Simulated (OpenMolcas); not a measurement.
# Cu2+: moving or changing the point charges

Cu2+ among 6 point charges of -2 e arranged as an octahedron (Oh), 1.93 Å from the ion.
```
   1.9300    0.0000    0.0000  -2.00
   0.0000    1.9300    0.0000  -2.00
  -1.9300    0.0000    0.0000  -2.00
   0.0000   -1.9300    0.0000  -2.00
   0.0000    0.0000    1.9300  -2.00
   0.0000    0.0000   -1.9300  -2.00
```

```json
{
  "Program": "OpenMolcas",
  "Method": "CASSCF",
  "Basis": "ANO-RCC-VDZP [5s4p2d1f]",
  "Scalar Hamiltonian": "DKH2, point nucleus",
  "Active space": "9 electrons in 5 orbitals (3d)",
  "State averaging": "2S+1 = 2 even, 5 roots",
  "Spin-orbit coupling": "state interaction with AMFI integrals over the reference wave functions"
}
```

Runs around this geometry, states (labels of O, the rotations of Oh). Energies in cm-1 above the lowest state or level, χT in cm3 K/mol; 10Dq is the gap between the two states.

```json
{"R (Å)": "2.13", "q (e)": "-1.6", "Ground state": "2E", "First state of that spin": "2T2 2181", "10Dq": "2181", "First gap with spin-orbit (degeneracies)": "1709 (4, 2)", "χT at 300 K": "0.969"}
{"R (Å)": "1.93", "q (e)": "-2", "Ground state": "2E", "First state of that spin": "2T2 4204", "10Dq": "4204", "First gap with spin-orbit (degeneracies)": "3601 (4, 2)", "χT at 300 K": "0.739"}
{"R (Å)": "2.36", "q (e)": "-2", "Ground state": "2E", "First state of that spin": "2T2 1708", "10Dq": "1708", "First gap with spin-orbit (degeneracies)": "1293 (4, 2)", "χT at 300 K": "1.064"}
```

Taking |10Dq| as R^-n, n = -ln(1708 / 4204) / ln(2.36 / 1.93) = 4.5 between the shortest and longest distance. The point-charge formula for a cubic d site gives n = 5.

An orbital doublet at a regular site is open to a Jahn-Teller distortion, which this geometry leaves out. The ground term spreads over less than 5000 cm-1, several times less than with real ligands, so orbital moments are less quenched and χT lies further from the spin-only value than at real sites. Point charges carry no covalency, so the field is a model and not that of real ligands. No measured value stands beside these numbers.
